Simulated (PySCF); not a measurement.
## Computed beside measured shifts

System: (((2-Mercapto)cyclopentyl)methyl)methylphenylphosphine oxide (C13H19OPS), SMILES C[P@@](=O)(C[C@H]1CCC[C@@H]1S)c1ccccc1.

Atom-mapped SMILES (hydrogens are numbered by the atom that bears them): [CH3:1][P@@:2](=[O:3])([CH2:4][C@H:5]1[CH2:6][CH2:7][CH2:8][C@@H:9]1[SH:10])[c:11]1[cH:12][cH:13][cH:14][cH:15][cH:16]1

Level of theory: GIAO KT3/pcSseg-2, gas phase, PySCF SCF with an in-house response code, fitting set def2-universal-JFIT, grid level 2, non-relativistic, geometry: PBE0-D3(BJ)/def2-SVP.

One optimised conformer. Values are averaged over the atoms that symmetry or fast rotation interchanges, on this one geometry and without vibrational averaging. Shifts are the reference shielding less the shielding here, at the same level (13C, 1H against isolated TMS; 17O against isolated H2O; 31P against isolated H3PO4; 33S against isolated CS2); nuclei without a reference have shieldings only.

Problem. What shifts does this level give for P2, and how do they compare with measurement?

Solution. 
```tsv
atom	nucleus	computed / ppm	measured / ppm	computed less measured	measured against	medium of the measurement
P2	31P	15.5	37.65	-22.1	85 % H3PO4	CDCl3
```

Computed 19F and 31P shifts carry an offset from the reference molecule (CFCl3 is hard for DFT, lone H3PO4 or PH3 isn't the 85 % acid), so differences between compounds are more accurate than the values.

Measured values:  License and Terms: This is a supporting information file under the terms of the Creative Commons Attribution .
